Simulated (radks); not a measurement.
Task: All-electron atom: Mg+ in [Ne] 3s1 (the NIST ground configuration). All-electron calculation, non-relativistic Kohn-Sham, PBE, spin-polarised, spherical densities, point nucleus; open shells are filled with parallel spins first. Program: a radial shooting solver on a logarithmic mesh with Libxc functionals. Some entries of the table are withheld. Estimate them.

orbital,occ.,eigenvalue (hartree),<r> (bohr)
1s up,1,-46.53693,0.1309
1s down,1,-46.53426,0.1309
2s up,1,-3.25598,0.6987
2s down,1,-3.25022,0.6978
2p up,3,-2.04698,0.6890
2p down,3,-2.04075,0.6869
3s up,1,(1),2.772

Result: 
(1) 3s up eigenvalue (hartree): -0.43729
